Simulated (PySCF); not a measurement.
Electric field gradients and quadrupole coupling constants

C8H7OP.
Structure used (GFN2-xTB), in Å, numbered top down from 1:
```xyz
17
C8H7OP angstrom
C      0.4989    2.2105    0.4991
C     -0.1547    0.8831    0.2708
C     -1.5112    0.7061    0.4977
C     -2.1193   -0.5193    0.2876
C     -1.3668   -1.5927   -0.1568
C     -0.0135   -1.4403   -0.3894
C      0.5984   -0.2081   -0.1786
P      2.3859    0.0784   -0.4630
C      2.8402   -1.4194   -0.9632
O      3.3523   -2.3956   -1.3331
H     -0.2214    2.9476    0.8453
H      1.2913    2.1183    1.2433
H      0.9536    2.5716   -0.4246
H     -2.1001    1.5434    0.8446
H     -3.1768   -0.6360    0.4702
H     -1.8315   -2.5529   -0.3238
H      0.5678   -2.2827   -0.7361
```

Field gradients from the PBE0/pcSseg-1 density (PySCF, non-relativistic), principal values in atomic units, ordered |Vxx| ≤ |Vyy| ≤ |Vzz|:

```tsv
atom	Vxx	Vyy	Vzz
O10	0.1044	0.6645	-0.7689
```

Q: Find the asymmetry η = (Vxx − Vyy)/Vzz and the couplings χ = eQV/h (234.96 MHz × Q in barn × V in au), with Q(17O) = −0.0256 b.

A: 
| atom | environment | nucleus | η | χzz (MHz) | χxx (MHz) | χyy (MHz) |
| --- | --- | --- | --- | --- | --- | --- |
| O10 | oxygen bonded to C | 17O | 0.73 | 4.625 | -0.628 | -3.997 |

The tensor is traceless: Vxx + Vyy + Vzz = 0.

Q: What is Vzz at O10 in SI units (1 au = 9.71736 × 10²¹ V/m²)?

A: -0.7689 au = -7.472 × 10²¹ V/m².

Q: And the gradient at the other heavy atoms, for which no coupling is worked out here?

A: 
```json
{"atom": "C1", "environment": "benzylic-type carbon", "Vzz (au)": "0.067", "η": "0.28"}
{"atom": "C2", "environment": "substituted aromatic carbon", "Vzz (au)": "0.292", "η": "0.26"}
{"atom": "C3", "environment": "aromatic CH carbon", "Vzz (au)": "0.299", "η": "0.26"}
{"atom": "C4", "environment": "aromatic CH carbon", "Vzz (au)": "0.323", "η": "0.17"}
{"atom": "C5", "environment": "aromatic CH carbon", "Vzz (au)": "0.317", "η": "0.18"}
{"atom": "C6", "environment": "aromatic CH carbon", "Vzz (au)": "0.284", "η": "0.27"}
{"atom": "C7", "environment": "substituted aromatic carbon", "Vzz (au)": "-0.250", "η": "0.45"}
{"atom": "P8", "environment": "phosphorus bonded to 2 C", "Vzz (au)": "1.187", "η": "0.29"}
{"atom": "C9", "environment": "central carbon of cumulated double bonds", "Vzz (au)": "-0.540", "η": "0.76"}
```

Q: What couplings would deuterons (Q(2H) = 0.00286 b) have in place of the hydrogens, at this geometry?

A: 
```tsv
atom	bonded to	bond length (Å)	Vzz (au)	η	χzz (kHz)
H11	C1	1.087	0.3144	0.04	211
H12	C1	1.091	0.3055	0.03	205
H13	C1	1.091	0.3054	0.03	205
H14	C3	1.081	0.3251	0.07	218
H15	C4	1.080	0.3281	0.06	221
H16	C5	1.080	0.3278	0.06	220
H17	C6	1.081	0.3231	0.10	217
```

The structure is a single GFN2-xTB conformer in the gas phase; no vibrational or solvent corrections. GFN2-xTB bond lengths can be off by several hundredths of an ångström, more for odd bonds, and the gradients follow them. With so small a basis the couplings can be 20 % off.
